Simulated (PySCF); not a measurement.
**Structure revision by computed shifts**

A compound C₃H₁₀O₃Si gives the data below (simulated from a calculation) and was assigned the structure `CO[SiH](OC)OC`.

¹³C{¹H} NMR (computed): δ 67.8 (CH2), 65.1 (CH2), 50.1 (CH3).

¹H NMR (600 MHz, computed): δ 4.87 (s, 2H), 3.96 (t, 2H), 3.82 (s, 3H), 3.80 (t, 2H), 1.84 (br s, 1H).

[PySCF: coordinates at the GFN2-xTB level; shieldings: GIAO PBE0/pcSseg-1; rapidly exchanging positions averaged; isolated molecule; no relativistic terms; one computed conformer]

References, each an isolated molecule treated in the same way: TMS for ¹H, ¹³C.

Problem. Compare with the shifts computed for the proposed structure, pairing carbons in order of shift.

Solution. Mapped SMILES: `[CH3:1][O:2][SiH:3]([O:4][CH3:5])[O:6][CH3:7]`. Hydrogens are named by the atom that carries them.

| atom | computed for proposal | given list | difference |
| --- | --- | --- | --- |
| C1 | 51.9 | 67.8 | -15.9 |
| C5 | 51.9 | 65.1 | -13.2 |
| C7 | 51.9 | 50.1 | +1.8 |

The rms difference is 12.0 ppm and the largest -15.9 ppm at C1 (methyl carbon bonded to O). The proposal also would give 1 carbon signal, not 3. The carbon types in order of shift don't match either: CH3, CH3, CH3 for the proposal against CH2, CH2, CH3 in the data. The proposal doesn't fit.

Problem. Which isomer fits?

Solution. SMILES CO[SiH2]OCCO.

- Carbon types of the structure: 2 × CH2, 1 × CH3, leaving 3 H on heteroatoms.
- δC 67.8, 65.1: sp3 CH2 bonded to O; pulled downfield by the heteroatom.
- δH 3.96, 3.80: hydrogen on an sp3 CH2 bonded to O; its carbon carries O, an electronegative neighbour.
- δH 3.82: hydrogen on a methyl carbon bonded to O; its carbon carries O, an electronegative neighbour.
- δH 1.84: hydrogen on an alcohol oxygen; exchangeable, gas-phase position.

Other isomers checked: COCO[SiH2]OC (rms 15.7 ppm).

The data come from this structure; uniqueness wasn't tested.

OH/NH shifts are gas-phase values; hydrogen bonding in solution moves them, usually downfield. Shifts are as computed. Against solution values, carbons near 30 ppm lie about +3 ppm off and those near 130 ppm about +5 ppm. Of 1211 compounds with measured shifts, 218 miss one by over three times the rms of a fit or turn the order of signals round; such compounds aren't used in these exercises. Multiplicities follow the n + 1 count of equivalent neighbours, as no J values were calculated; m marks all less simple cases, F and P coupling included.
